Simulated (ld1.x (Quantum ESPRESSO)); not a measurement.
Transferability test, TM potential for neon

* Element: neon (Ne)
* Generator: ld1.x (Quantum ESPRESSO) 7.5
* Type: norm-conserving Troullier–Martins (Kleinman–Bylander form)
* Functional: LDA (PZ)
* Relativity: scalar-relativistic
* Frozen core: [He]
* Valence charge: 8
* Reference configuration: 2s2 2p6
* Partial waves: 2p (bound): rc 0.80 bohr; 2s (bound): rc 0.45 bohr
* Local potential: the s channel
* Core correction: Bessel-smoothed model core inside 0.35 bohr

Energies are relative to the spin-unpolarised reference configuration 2s2 2p6; without spin polarisation the order of configurations can differ from experiment. Spin-polarised rows fill each open shell by Hund’s rule, majority spin first.

| valence configuration | charge | ΔE all-electron (eV) | error AE − PS (meV) |
| --- | --- | --- | --- |
| 2s2 2p5 | +1 | 22.653 | -1.4 |
| 2s2 2p3 | +3 | 133.579 | +65 |
| 2s2 2p5.5 | +0.5 | 8.962 | -1.0 |
| 2s1 2p6 | +1 | 45.561 | +12 |
| 2s2 2p2 | +4 | 228.267 | +246 |
| 2s2 2p4 (spin-polarised) | +2 | 63.803 | +48 |

(1) What are ΔE and the potential's error for 2s2 2p4?

(2) What are ΔE and the potential's error for 2s2 2p5 (spin-polarised)?

Results:

(1) ΔE = 66.055 eV all-electron; the error (AE − PS) is +8.5 meV.

(2) ΔE = 22.180 eV all-electron; the error (AE − PS) is +6.6 meV.
